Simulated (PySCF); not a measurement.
**Spin-rotation constants: `C=C[P+](C)(C)[B-](F)(F)F`, C4H9BF3P**

Molfile (atoms numbered from 1):
```
C4H9BF3P
     RDKit          3D

 18 17  0  0  0  0  0  0  0  0999 V2000
    2.2831   -0.8960    0.8301 C   0  0  0  0  0  0  0  0  0  0  0  0
    1.0061   -0.6987    1.1179 C   0  0  0  0  0  0  0  0  0  0  0  0
   -0.2338   -0.0268   -0.0098 P   0  0  0  0  0  0  0  0  0  0  0  0
    0.6572    0.9415   -1.2776 C   0  0  0  0  0  0  0  0  0  0  0  0
   -1.0836    1.2362    1.0039 C   0  0  0  0  0  0  0  0  0  0  0  0
   -1.6984   -1.2243   -0.9162 B   0  0  0  0  0  0  0  0  0  0  0  0
   -1.0587   -2.1014   -1.7215 F   0  0  0  0  0  0  0  0  0  0  0  0
   -2.3980   -0.2703   -1.5944 F   0  0  0  0  0  0  0  0  0  0  0  0
   -2.4025   -1.7970    0.0874 F   0  0  0  0  0  0  0  0  0  0  0  0
    2.9570   -1.3490    1.5390 H   0  0  0  0  0  0  0  0  0  0  0  0
    2.7088   -0.6152   -0.1185 H   0  0  0  0  0  0  0  0  0  0  0  0
    0.5935   -1.0150    2.0688 H   0  0  0  0  0  0  0  0  0  0  0  0
    1.3413    1.6512   -0.8161 H   0  0  0  0  0  0  0  0  0  0  0  0
   -0.0869    1.4702   -1.8718 H   0  0  0  0  0  0  0  0  0  0  0  0
    1.2016    0.2650   -1.9335 H   0  0  0  0  0  0  0  0  0  0  0  0
   -1.5688    0.7445    1.8453 H   0  0  0  0  0  0  0  0  0  0  0  0
   -1.8485    1.7090    0.3900 H   0  0  0  0  0  0  0  0  0  0  0  0
   -0.3783    1.9824    1.3652 H   0  0  0  0  0  0  0  0  0  0  0  0
  1  2  2  0
  2  3  1  0
  3  4  1  0
  3  5  1  0
  3  6  1  0
  6  7  1  0
  6  8  1  0
  6  9  1  0
  1 10  1  0
  1 11  1  0
  2 12  1  0
  4 13  1  0
  4 14  1  0
  4 15  1  0
  5 16  1  0
  5 17  1  0
  5 18  1  0
M  CHG  2   3   1   6  -1
M  END
```

The calculation used GIAO KT3/pcSseg-1 magnetisability, rotational g tensor and spin-rotation constants, non-relativistic, gas phase (PySCF 2.14.0). Geometry: GFN2-xTB.

Q: Give the nuclear spin-rotation constants along the inertial axes (H = +C I·J) beside the isotropic shieldings.

A: Rotational constants 1.7807, 0.9630, 0.8961 GHz. A star marks the isotopologue with that one atom substituted, in its own axes.
```tsv
atom	isotope	Caa (kHz)	Cbb (kHz)	Ccc (kHz)	mean (kHz)	σ (ppm)
P3	31P	2.680	1.328	1.297	1.768	377.1
B6	11B	0.383	0.183	0.165	0.244	101.5
F7	19F	1.558	0.869	0.959	1.129	308.3
F8	19F	1.336	1.054	0.997	1.129	301.8
F9	19F	1.461	1.099	0.823	1.128	306.4
H10	1H	-0.025	-0.047	-0.051	-0.041	25.7
H11	1H	-0.193	-0.108	0.083	-0.072	26.1
H12	1H	-0.193	-0.107	0.088	-0.070	25.6
H13	1H	-0.017	-0.093	-0.097	-0.069	30.9
H14	1H	-0.116	-0.054	-0.074	-0.081	30.2
H15	1H	-0.211	-0.031	-0.046	-0.096	30.2
H16	1H	-0.208	-0.098	0.014	-0.097	30.2
H17	1H	-0.097	-0.046	-0.089	-0.077	30.2
H18	1H	-0.021	-0.078	-0.106	-0.068	30.8
C1	13C*	0.498	0.199	0.381	0.359	60.9
C2	13C*	0.490	0.212	0.389	0.364	58.3
C4	13C*	0.219	0.128	0.117	0.155	177.2
```
For the geometry as given, no vibrational averaging.
